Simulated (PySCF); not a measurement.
A run for PySCF: R-HF/3-21G on CH5InO (SMILES [CH3][InH][OH]), a point of a torsion scan.

```python
from pyscf import gto, scf, dft, mp
from pyscf.data.elements import chemcore

mol = gto.M(
    atom='''
    C    -1.36884332   -0.38747935    0.07516320
    In    0.39040008    0.85457233    0.53835674
    O    -0.05879992    2.73359507    0.27097660
    H    -1.26786375   -0.80496715   -0.92332435
    H    -2.19329551    0.32090144    0.10380534
    H    -1.51280425   -1.18349246    0.79993795
    H     2.02267572    0.58228238    1.06113656
    H     0.57409071    3.43762918    0.39602140
    ''',
    basis='3-21g',
    charge=0, spin=0, verbose=3, max_memory=1800)
mf = scf.RHF(mol)
mf.conv_tol = 1e-8
mf.max_cycle = 100
mf.kernel()
if not mf.converged:
    mf = mf.newton().run(mf.mo_coeff, mf.mo_occ)
```

It printed:

```
converged SCF energy = -5829.74029581079
```

The calculation finished and met its thresholds.

Cost: about 0.4 core-seconds (a rough figure).
